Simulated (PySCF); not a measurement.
Compound: [WSCl4]- (charge -1 and doublet state).
Cartesian coordinates in Å at the PBE0-D3(BJ)/def2-SVP level; atoms count from 1:
```xyz
6
Cl4SW angstrom
W      0.000    0.000    0.101
S      0.003   -0.004    2.220
Cl     2.257    0.002   -0.584
Cl    -0.002    2.259   -0.576
Cl    -2.259    0.000   -0.577
Cl     0.000   -2.257   -0.584
```

The calculation used PySCF 2.14.0, PBE0-D3(BJ)/def2-SVP geometry optimisation, gas phase, def2 core potentials past Kr.

Which atoms are bound to W1, and at what distances?

5 atoms: S2 2.118 Å, Cl3 2.359 Å, Cl6 2.359 Å, Cl5 2.359 Å, Cl4 2.359 Å.

List the angles at W1.

```
     angle  degrees  distance of the outer atoms (Å)
Cl4–W1–Cl6    146.4                             4.52
Cl3–W1–Cl5    146.4                             4.52
 S2–W1–Cl4    106.8                             3.60
 S2–W1–Cl3    106.8                             3.60
 S2–W1–Cl5    106.8                             3.60
 S2–W1–Cl6    106.8                             3.60
Cl3–W1–Cl4     85.2                             3.19
Cl4–W1–Cl5     85.2                             3.19
Cl3–W1–Cl6     85.2                             3.19
Cl5–W1–Cl6     85.2                             3.19
```

What is the shape at W1?

Square pyramidal: τ5 = (β − α)/60° = 0.00 from the two widest angles, 146.4° and 146.4° (0 for a square pyramid, 1 for a trigonal bipyramid).

What are the rotational constants (commonest isotopes, rigid rotor)?

A = 897.8, B = 897.7, C = 708.5 MHz: an oblate symmetric top.

Point group: C4v (every atom within 0.08 Å of its image). Charge -1, doublet. ⟨S²⟩ = 0.762 (exact for a doublet: 0.75). The geometry's basis has no diffuse functions, a weakness for an anion. Stationary, but not proved a minimum.

For an open-shell metal species like this, the optimisation's SCF solution wasn't tested for stability and no frequencies at its level were run, so a lower state or another shape may exist.
